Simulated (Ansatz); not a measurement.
CH6Cl2Si2, SMILES `[SiH3]C[SiH](Cl)Cl`, relaxed with RKS PBE-D4/def2-SVP in Ansatz from a rough embedded geometry. The force threshold is 0.03 eV/Å; the program also tests the step.

The species carries charge 0 and has multiplicity 1.

Start:

```xyz
11

Si    1.173   -0.687    0.679
C    -0.049    0.674    0.589
Si   -1.124    0.356   -0.904
Cl   -2.193   -1.365   -0.861
Cl   -0.078    0.322   -2.698
H     2.033   -0.423    1.888
H     0.541   -2.011    0.903
H     2.076   -0.708   -0.479
H     0.427    1.628    0.503
H    -0.675    0.728    1.465
H    -2.131    1.486   -1.084
```

```json
{"step": "1", "energy (eV)": "-41904.5338", "largest force (eV/Å)": "1.902", "largest move (Å)": "0.000"}
{"step": "2", "energy (eV)": "-41904.7945", "largest force (eV/Å)": "0.475", "largest move (Å)": "0.151"}
{"step": "3", "energy (eV)": "-41904.8334", "largest force (eV/Å)": "0.253", "largest move (Å)": "0.035"}
{"step": "4", "energy (eV)": "-41904.8362", "largest force (eV/Å)": "0.095", "largest move (Å)": "0.013"}
{"step": "5", "energy (eV)": "-41904.8369", "largest force (eV/Å)": "0.010", "largest move (Å)": "0.015"}
```

End:

```xyz
11

Si    1.252   -0.719    0.747
C    -0.071    0.629    0.512
Si   -1.205    0.437   -0.961
Cl   -2.248   -1.353   -0.799
Cl   -0.074    0.407   -2.704
H     2.069   -0.404    1.971
H     0.596   -2.058    0.927
H     2.159   -0.764   -0.449
H     0.436    1.615    0.421
H    -0.706    0.670    1.424
H    -2.210    1.539   -1.090
```

Hardware: 4 threads of an Arm Neoverse V2 on a shared host. Wall time 7.5 s, peak host memory 0.17 GiB.
